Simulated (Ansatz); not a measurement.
`C[S][ZnH]` + H₂ → `[ZnH2]` + CH₃SH at 298.15 K and 1 bar (hydrogenolysis of a Zn–S bond).

Program: Ansatz. Geometries: PBE0-D4/def2-TZVP. ΔE: electronic, gas phase. CBS: MP2 limit from def2 TZ/QZ plus the TZ coupled-cluster correction, frozen cores. This one scheme is used for every species. For Zn outer-core shells are correlated without core-valence functions, which leaves a few kJ/mol of doubt a bond. Scalar relativity is left out up to krypton.

```tsv
species	CCSD(T)/CBS energy (Eh)	H − E (kJ/mol)	S (J/(mol·K))
`C[S][ZnH]`	-2216.62619	134.7	313.9
H₂	-1.17544	35.1	130.4
`[ZnH2]`	-1779.54550	39.9	200.9
CH₃SH	-438.22835	133.0	253.2
```

H − E and S are ideal-gas, rigid-rotor, harmonic terms from PBE0-D4/def2-TZVP. The MP2-based limit puts H₂ 0.8 mEh under its directly extrapolated value; such offsets cancel only in part. 1 Eh = 2625.50 kJ/mol, R = 8.31446 J/(mol·K).

Task: By hand: ΔE, ΔH, ΔS and ΔG.

Result: ΔE = (-1779.54550) + (-438.22835) − (-2216.62619) − (-1.17544) = 0.02778 Eh = 72.9 kJ/mol. Δ(H − E) = 39.9 + 133.0 − 134.7 − 35.1 = 3.1, so ΔH = 76.0 kJ/mol. ΔS = 200.9 + 253.2 − 313.9 − 130.4 = 9.8 J/(mol·K). ΔG = 76.0 − 298.15 × (9.8)/1000 = 73.1 kJ/mol.

Task: By hand: the equilibrium constant, and the temperature at which ΔG would vanish if ΔH and ΔS stayed fixed.

Result: log₁₀ K = −ΔG/(RT ln 10) = -12.8. ΔG = 0 at ΔH/ΔS = 7755 K, far beyond where these terms or the molecules hold.

The number of gas molecules stays the same, so ΔS is small and ΔH decides. A doubt of 5 kJ/mol in ΔE shifts log₁₀ K by 0.9 here. These are equilibria of isolated gas molecules and say nothing of rates. Largest T1 diagnostic: 0.016 (customary marks: 0.02 for closed shells, 0.045 for open ones).
